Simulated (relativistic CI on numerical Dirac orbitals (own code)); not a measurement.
**Slater and spin-orbit integrals, Ga27+**

Method of calculation: Dirac-Coulomb-Breit CI, KLI orbitals optimised for each configuration, model QED (radiative potential, 1s self-energy scaled to tabulated hydrogen-like ionisation energies), unscaled Slater integrals (own radial code, finite nucleus).

Slater integrals F^k, G^k are unscaled and averaged over j, outside the closed core 1s2; ζ comes from projecting the Hamiltonian with its Breit term on Σ l·s of the shell.

- 2s.2p: G^1(2s,2p) = 588150, ζ(2p) = 178480 cm⁻¹; <r>(2s) = 0.1999, <r^2>(2s) = 0.04677, <r>(2p) = 0.171, <r^2>(2p) = 0.03526 (bohr units).
- 2p2: F^2(2p,2p) = 558530, ζ(2p) = 177040 cm⁻¹; <r>(2p) = 0.1714, <r^2>(2p) = 0.03542 (bohr units).
- 2p.3s: ζ(2p) = 182190, G^1(2p,3s) = 59750 cm⁻¹; <r>(2p) = 0.17, <r^2>(2p) = 0.03486, <r>(3s) = 0.4608, <r^2>(3s) = 0.2413 (bohr units).

Averages of the first 10 configurations, taken without configuration mixing, which lowers the lowest level and can move excited configurations by several eV; other configurations of the list can lie among them:

```csv
Configuration,Parity,States,Average energy above the lowest level (eV)
2s2,even,1,8.3
2s.2p,odd,12,86.9
2p2,even,15,189.6
2p.3s,odd,12,1710.9
2p.3p,even,36,1738.3
2s.3s,even,4,1624.8
2s.3p,odd,12,1653.9
2s.3d,even,20,1673.6
2s.4s,even,4,2177.7
2s.4p,odd,12,2189.7
```
